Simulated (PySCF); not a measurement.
# Sb (antimony, neutral) across methods

[Kr] 4d10 5s2 5p3, high-spin 4S determinant. All numbers are calculated (PySCF 2.14, scalar relativity by spin-free X2C-1e, in ANO-RCC-VTZP). The B2PLYP total includes its PT2 part (frozen core); its orbital energies are those of the SCF part.

```json
{"method": "PBE0", "E (hartree)": "-6480.19", "mean ε 5s α (eV)": "-15.231", "mean ε 5s β (eV)": "-12.446", "mean ε 5p α (eV)": "-6.544", "Σ⟨r²⟩ (bohr²)": "61.13", "⟨S²⟩": "3.751"}
{"method": "wB97X", "E (hartree)": "-6480.76", "mean ε 5s α (eV)": "-17.960", "mean ε 5s β (eV)": "-15.228", "mean ε 5p α (eV)": "-8.493", "Σ⟨r²⟩ (bohr²)": "60.94", "⟨S²⟩": "3.751"}
{"method": "r2SCAN", "E (hartree)": "-6480.54", "mean ε 5s α (eV)": "-14.084", "mean ε 5s β (eV)": "-11.512", "mean ε 5p α (eV)": "-5.841", "Σ⟨r²⟩ (bohr²)": "60.99", "⟨S²⟩": "3.752"}
{"method": "PBE", "E (hartree)": "-6480.11", "mean ε 5s α (eV)": "-13.412", "mean ε 5s β (eV)": "-11.588", "mean ε 5p α (eV)": "-5.493", "Σ⟨r²⟩ (bohr²)": "61.48", "⟨S²⟩": "3.751"}
{"method": "UHF", "E (hartree)": "-6477.74454", "mean ε 5s α (eV)": "-19.892", "mean ε 5s β (eV)": "-13.824", "mean ε 5p α (eV)": "-9.103", "Σ⟨r²⟩ (bohr²)": "61.71", "⟨S²⟩": "3.752"}
{"method": "B2PLYP", "E (hartree)": "-6479.84", "mean ε 5s α (eV)": "-16.864", "mean ε 5s β (eV)": "-13.190", "mean ε 5p α (eV)": "-7.318", "Σ⟨r²⟩ (bohr²)": "61.41", "⟨S²⟩": "3.751"}
{"method": "LDA", "E (hartree)": "-6474.33", "mean ε 5s α (eV)": "-13.580", "mean ε 5s β (eV)": "-12.001", "mean ε 5p α (eV)": "-5.547", "Σ⟨r²⟩ (bohr²)": "61.31", "⟨S²⟩": "3.751"}
{"method": "TPSSh", "E (hartree)": "-6480.26", "mean ε 5s α (eV)": "-14.301", "mean ε 5s β (eV)": "-11.737", "mean ε 5p α (eV)": "-5.990", "Σ⟨r²⟩ (bohr²)": "61.07", "⟨S²⟩": "3.751"}
```
